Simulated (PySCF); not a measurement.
# Cd³⁺ (cadmium, charge +3): B3LYP calculation

Configuration: [Kr] 4d9, 2D determinant. Calculation: PySCF 2.14, in aug-cc-pVDZ-PP with ECP28MDF; a scalar-relativistic core potential.

| Quantity | Value |
| --- | --- |
| Total energy | -165.4422 hartree |
| One-electron energy | -272.3199 hartree |
| Hartree (Coulomb) energy | 121.3487 hartree |
| Exchange-correlation energy | -14.4709 hartree |
| ⟨S²⟩ | 0.7504 |
| ⟨L²⟩ | 6.006 |
| Sum of ⟨r⟩ | 18.49 bohr |
| Sum of ⟨r²⟩ | 23.32 bohr² |
| Traceless quadrupole moment −½Σ⟨3z² − r²⟩ along its main axis | -0.458 e·bohr² |
| Time after the integrals | 0.53 s of wall time on 1 thread of Neoverse-V2 (shared host) |

```
shell  electrons  mean orbital energy (eV)  spread (eV)  rms radius, mean of both spins (bohr)
 4s α          1                   -149.38            0                                  0.938
 4s β          1                   -148.10            0                                  0.938
 4p α          3                   -107.69        1.903                                   1.02
 4p β          3                   -106.33        0.419                                   1.02
 4d α          5                   -48.091        2.105                                   1.30
 4d β          4                   -47.171        1.325                                   1.30
```

Energies and moments cover only the electrons outside the core potential.
